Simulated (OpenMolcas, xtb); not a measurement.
A ladder of methods for GeH3Cl (SMILES [H][Ge]([H])([H])[Cl])

The species is GeH3Cl (5 atoms), meant as a singlet with charge 0. As SMILES, `[H][Ge]([H])([H])[Cl]`. Geometry: a GFN2-xTB relaxation, a rough one for these elements and not checked as a minimum.

Quantity: the dipole moment, in D. The values are calculated.

```json
{"level": "GFN2-xTB", "kind": "semi-empirical", "program": "xtb", "value (D)": "1.07", "CPU time": "under 2 s"}
{"level": "GFN1-xTB", "kind": "semi-empirical", "program": "xtb", "value (D)": "0.92", "CPU time": "under 2 s"}
{"level": "HF/STO-3G", "kind": "Hartree–Fock", "program": "OpenMolcas", "value (D)": "2.70", "CPU time": "1.4 s"}
{"level": "HF/3-21G", "kind": "Hartree–Fock", "program": "OpenMolcas", "value (D)": "2.86", "CPU time": "1.6 s"}
{"level": "HF/def2-SVP", "kind": "Hartree–Fock", "program": "OpenMolcas", "value (D)": "1.71", "CPU time": "2.9 s"}
{"level": "TPSS/3-21G", "kind": "meta-GGA", "program": "OpenMolcas", "value (D)": "2.37", "CPU time": "7.3 s"}
{"level": "B3LYP/6-31G* (spherical functions)", "kind": "global hybrid", "program": "OpenMolcas", "value (D)": "1.81", "CPU time": "8.7 s"}
{"level": "B3LYP/6-31G* (Cartesian functions)", "kind": "global hybrid", "program": "OpenMolcas", "value (D)": "1.80", "CPU time": "11 s"}
{"level": "B3LYP/6-31G** (spherical functions)", "kind": "global hybrid", "program": "OpenMolcas", "value (D)": "1.82", "CPU time": "11 s"}
{"level": "PBE0/def2-SVP", "kind": "global hybrid", "program": "OpenMolcas", "value (D)": "?", "CPU time": "8.3 s"}
```

Estimate the missing values from the other rows.

As computed at these levels: PBE0/def2-SVP: 1.55 D. All-electron rows without a relativistic Hamiltonian named are non-relativistic. The values span 0.92 to 2.86 D. Magnitudes only: a small dipole may point the other way at some levels. Sets without polarisation functions give poor dipoles. CPU times are rough (shared hosts, several kinds of processor): they show what a rung costs within a factor of a few.
